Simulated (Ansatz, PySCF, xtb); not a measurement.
Noncovalent pair: H2S (SMILES S) (first 3 atoms) with C3H6 (SMILES C=CC); geometry from B3LYP-D3(BJ)/def2-TZVP, rigid monomers moved along the line of their centres of mass till H2···C4 is 3.03 Å.
(charge 0, multiplicity 1):
```xyz
12

S      0.1223     0.4633     0.7293
H      0.6505     0.1531     1.9271
H      1.2451     0.1330     0.0720
C      1.1410     0.1269     4.9216
C      0.0430    -0.6124     4.8123
C     -1.3300    -0.0814     4.5524
H      1.1077     1.2072     4.8325
H      2.1092    -0.3191     5.1100
H      0.1268    -1.6917     4.9096
H     -2.0141    -0.3566     5.3600
H     -1.3283     1.0053     4.4590
H     -1.7440    -0.5057     3.6330
```

Monomers are frozen at their geometry in the pair; levels with a basis set take the counterpoise correction. Rows marked so take none.

Rows in 3-21G carry no dispersion term and start afresh at each structure.

Run with Ansatz (a program for electronic structure) with Gaussian orbitals; PySCF for 3-21G rows, the dispersion terms; xtb for the GFN methods. 

Problem. One of these levels gives -99.2 meV for the interaction energy. Which?
A. GFN-FF
B. B3LYP/3-21G (no counterpoise)
C. PBE-D4/def2-TZVPPD

Solution. C, PBE-D4/def2-TZVPPD. The others give -55.8 (GFN-FF), -76.1 (B3LYP/3-21G (no counterpoise))
